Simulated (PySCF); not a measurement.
# SMILES C=CC1=NN([SiH3])CC1, C5H10N2Si

Cartesian coordinates in Å; atom numbers follow the order of the lines, from 1:
```xyz
18

C     3.2501    0.4692   -0.3667
C     2.0671    0.9808   -0.7040
C     0.8041    0.3577   -0.4381
N    -0.3107    0.8942   -0.7831
N    -1.3523    0.1323   -0.4269
Si   -2.9859    0.5819   -0.7758
C    -0.9148   -1.0940    0.2482
C     0.6124   -0.9764    0.2663
H     3.3419   -0.4751    0.1429
H     4.1686    0.9824   -0.5917
H     2.0011    1.9308   -1.2159
H    -3.7291    0.6130    0.4909
H    -2.8814    1.8800   -1.4187
H    -3.5846   -0.4488   -1.6349
H    -1.3514   -1.1326    1.2498
H    -1.2675   -1.9631   -0.3134
H     1.0206   -0.9450    1.2772
H     1.1031   -1.7811   -0.2825
```

Computed with GIAO HF/pcSseg-1 magnetisability, rotational g tensor and spin-rotation constants, non-relativistic, gas phase in PySCF 2.14.0. Geometry: GFN2-xTB.

**Question.** Give the nuclear spin-rotation constants along the inertial axes (H = +C I·J) beside the isotropic shieldings.

**Answer.** Rotational constants 4.9835, 0.9248, 0.7948 GHz. A star marks the isotopologue with that one atom substituted, in its own axes.
| atom | isotope | Caa (kHz) | Cbb (kHz) | Ccc (kHz) | mean (kHz) | σ (ppm) |
| --- | --- | --- | --- | --- | --- | --- |
| N4 | 14N | 1.742 | 0.206 | 0.048 | 0.665 | -154.8 |
| N5 | 14N | 0.368 | 0.062 | 0.059 | 0.163 | 162.4 |
| H9 | 1H | -0.490 | 0.078 | -0.097 | -0.170 | 26.9 |
| H10 | 1H | 0.164 | -0.044 | -0.092 | 0.009 | 26.7 |
| H11 | 1H | -0.500 | 0.103 | -0.089 | -0.162 | 25.0 |
| H12 | 1H | -0.313 | -0.065 | -0.007 | -0.128 | 27.8 |
| H13 | 1H | -0.458 | 0.049 | -0.077 | -0.162 | 27.4 |
| H14 | 1H | -0.326 | -0.069 | -0.001 | -0.132 | 27.8 |
| H15 | 1H | -0.409 | -0.063 | -0.012 | -0.161 | 28.7 |
| H16 | 1H | -0.408 | -0.065 | -0.011 | -0.161 | 28.7 |
| H17 | 1H | -0.416 | -0.068 | -0.018 | -0.167 | 29.4 |
| H18 | 1H | -0.418 | -0.068 | -0.018 | -0.168 | 29.4 |
| C1 | 13C* | 1.617 | 0.385 | 0.090 | 0.698 | 72.8 |
| C2 | 13C* | 1.742 | 0.445 | 0.096 | 0.761 | 52.2 |
| C3 | 13C* | 1.832 | 0.421 | 0.157 | 0.803 | 38.5 |
| Si6 | 29Si* | -2.469 | -0.481 | -0.429 | -1.127 | 441.2 |
| C7 | 13C* | 0.849 | 0.128 | 0.157 | 0.378 | 149.4 |
| C8 | 13C* | 0.702 | 0.124 | 0.134 | 0.320 | 163.8 |

For the geometry as given, no vibrational averaging.

**Question.** How do the rotational constants and the g tensor change when H9, H10, H11, H12, H13, H14, H15, H16, H17, H18 are replaced by deuterium?

**Answer.** Constants 3.8729, 0.8065, 0.6894 GHz; g -0.0582, -0.0137, -0.0037, against -0.0746, -0.0157, -0.0042 before.
